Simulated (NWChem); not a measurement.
All runs are NWChem calculations. System: Cl2Hg, charge 0, spin multiplicity 1, displaced from the optimised geometry. The structure started from a generated list of species.

Input file:

```
start mol
memory heap 200 mb stack 900 mb global 1100 mb
geometry units angstroms nocenter noautoz
  Hg     0.000000     0.000000     0.000000
  Cl     0.000000     0.000000     2.327903
  Cl     0.000000     0.000000    -2.327903
  symmetry group D2h
end
basis spherical
  * library def2-svp
end
ecp
  Hg library def2-ecp
end
dft
  xc becke88 lyp
  semidirect memsize 60000000 filesize 0
  iterations 100
  convergence nodiis damp 40
end
task dft gradient
```

The output up to the point where the run's verdict is printed (cleaned and shortened):

```
             Northwest Computational Chemistry Package (NWChem) 7.3.0
             --------------------------------------------------------

                                NWChem Input Module
                                -------------------

 Scaling coordinates for geometry "geometry" by  1.889725989
 (inverse scale =  0.529177249)

 Turning off AUTOSYM since
 SYMMETRY directive was detected!

                             Geometry "geometry" -> ""
                             -------------------------

 Output coordinates in angstroms (scale by  1.889725989 to convert to a.u.)

  No.       Tag          Charge          X              Y              Z
 ---- ---------------- ---------- -------------- -------------- --------------
    1 Hg                  80.0000     0.00000000     0.00000000     0.00000000
    2 Cl                  17.0000     0.00000000     0.00000000     2.32790300
    3 Cl                  17.0000     0.00000000     0.00000000    -2.32790300

 Effective nuclear repulsion energy (a.u.)     651.1560961774

            Nuclear Dipole moment (a.u.)
            ----------------------------
        X                 Y               Z
 ---------------- ---------------- ----------------
     0.0000000000     0.0000000000     0.0000000000

      Symmetry information
      --------------------

 Group name             D2h
 Group number             26
 Group order               8
 No. of unique centers     2

      Symmetry unique atoms

     1    2


 Summary of "ao basis" -> "" (spherical)
 ------------------------------------------------------------------------------
       Tag                 Description            Shells   Functions and Types
 ---------------- ------------------------------  ------  ---------------------
 *                          def2-svp                  on all atoms

                                 NWChem DFT Module
                                 -----------------

 Summary of "ao basis" -> "ao basis" (spherical)
 ------------------------------------------------------------------------------
       Tag                 Description            Shells   Functions and Types
[...]
 !! scf_movecs_sym_adapt:   30 vectors were symmetry contaminated

 d= 0,ls=0.5         84   -754.8809411483  1.52D+02  1.07D+00               5.0

 !! scf_movecs_sym_adapt:   30 vectors were symmetry contaminated

  Symmetry fudging

 !! scf_movecs_sym_adapt:   28 vectors were symmetry contaminated

 d= 0,ls=0.5         85   -907.2693973730 -1.52D+02  1.07D+00               5.1

 !! scf_movecs_sym_adapt:   30 vectors were symmetry contaminated

  Symmetry fudging

 !! scf_movecs_sym_adapt:   30 vectors were symmetry contaminated

 d= 0,ls=0.5         86   -754.8809411483  1.52D+02  1.07D+00               5.1

 !! scf_movecs_sym_adapt:   30 vectors were symmetry contaminated

  Symmetry fudging

 !! scf_movecs_sym_adapt:   30 vectors were symmetry contaminated

 d= 0,ls=0.5         87   -907.2693973730 -1.52D+02  1.07D+00               5.2

 !! scf_movecs_sym_adapt:   30 vectors were symmetry contaminated

  Symmetry fudging

 !! scf_movecs_sym_adapt:   30 vectors were symmetry contaminated

 d= 0,ls=0.5         88   -754.8809411483  1.52D+02  1.07D+00               5.2

 !! scf_movecs_sym_adapt:   30 vectors were symmetry contaminated

  Symmetry fudging

 !! scf_movecs_sym_adapt:   28 vectors were symmetry contaminated

 d= 0,ls=0.5         89   -907.2693973730 -1.52D+02  1.07D+00               5.3

 !! scf_movecs_sym_adapt:   30 vectors were symmetry contaminated

  Symmetry fudging

 !! scf_movecs_sym_adapt:   30 vectors were symmetry contaminated

 d= 0,ls=0.5         90   -754.8809411483  1.52D+02  1.07D+00               5.3

 !! scf_movecs_sym_adapt:   30 vectors were symmetry contaminated

  Symmetry fudging

 !! scf_movecs_sym_adapt:   30 vectors were symmetry contaminated

 d= 0,ls=0.5         91   -907.2693973730 -1.52D+02  1.07D+00               5.4

 !! scf_movecs_sym_adapt:   30 vectors were symmetry contaminated

  Symmetry fudging

 !! scf_movecs_sym_adapt:   30 vectors were symmetry contaminated

 d= 0,ls=0.5         92   -754.8809411483  1.52D+02  1.07D+00               5.4

 !! scf_movecs_sym_adapt:   30 vectors were symmetry contaminated

  Symmetry fudging

 !! scf_movecs_sym_adapt:   30 vectors were symmetry contaminated

 d= 0,ls=0.5         93   -907.2693973730 -1.52D+02  1.07D+00               5.5

 !! scf_movecs_sym_adapt:   30 vectors were symmetry contaminated

  Symmetry fudging

 !! scf_movecs_sym_adapt:   28 vectors were symmetry contaminated

 d= 0,ls=0.5         94   -754.8809411483  1.52D+02  1.07D+00               5.5

 !! scf_movecs_sym_adapt:   30 vectors were symmetry contaminated

  Symmetry fudging

 !! scf_movecs_sym_adapt:   30 vectors were symmetry contaminated

 d= 0,ls=0.5         95   -907.2693973730 -1.52D+02  1.07D+00               5.6

 !! scf_movecs_sym_adapt:   30 vectors were symmetry contaminated

  Symmetry fudging

 !! scf_movecs_sym_adapt:   30 vectors were symmetry contaminated

 d= 0,ls=0.5         96   -754.8809411483  1.52D+02  1.07D+00               5.7

 !! scf_movecs_sym_adapt:   30 vectors were symmetry contaminated

  Symmetry fudging

 !! scf_movecs_sym_adapt:   28 vectors were symmetry contaminated

 d= 0,ls=0.5         97   -907.2693973730 -1.52D+02  1.07D+00               5.7

 !! scf_movecs_sym_adapt:   30 vectors were symmetry contaminated

  Symmetry fudging

 !! scf_movecs_sym_adapt:   30 vectors were symmetry contaminated

 d= 0,ls=0.5         98   -754.8809411483  1.52D+02  1.07D+00               5.8

 !! scf_movecs_sym_adapt:   30 vectors were symmetry contaminated

  Symmetry fudging

 !! scf_movecs_sym_adapt:   30 vectors were symmetry contaminated

 d= 0,ls=0.5         99   -907.2693973730 -1.52D+02  1.07D+00               5.8

 !! scf_movecs_sym_adapt:   30 vectors were symmetry contaminated

  Symmetry fudging

 !! scf_movecs_sym_adapt:   30 vectors were symmetry contaminated

 d= 0,ls=0.5        100   -754.8809411483  1.52D+02  1.07D+00               5.9
```

The run did not converge; its last values are not results. The next line reads: Calculation failed to converge. NWChem stopped with the message: dft gradient failed.
